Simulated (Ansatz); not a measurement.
Gas-phase electronic energies from Ansatz, PBE0-D4/def2-TZVP geometries. CBS: MP2 limit from def2 TZ/QZ plus the TZ coupled-cluster correction, frozen cores. Functionals use def2-TZVPP. Each species was taken in one conformer, which may not be the lowest.

Reaction (ligand exchange at the Si–O bond): `O[SiH2]O[Si](F)(Cl)Cl` + `N[SiH2]F` → `F[SiH2]N[Si](F)(Cl)Cl` + `O[SiH2]O`

| level | ΔE (eV) |
| --- | --- |
| r2SCAN-D4 | 0.59 |
| MP2/def2-QZVPP | 0.58 |

(1) What does CCSD(T)/CBS give? (Estimate.)

Largest T1 diagnostic among the species: 0.011.

## Answers

(1) Computed: +0.59 eV. The listed levels differ from it by 0.00, -0.01 eV.

From PBE to PBE0 (25 % exact exchange), in def2-TZVPP and without D4, ΔE moves by +0.03 eV. In def2-TZVPP, CCSD(T) changes the Hartree–Fock value by −0.14 eV (the triples alone add −0.02 eV) and MP2 by −0.15 eV.
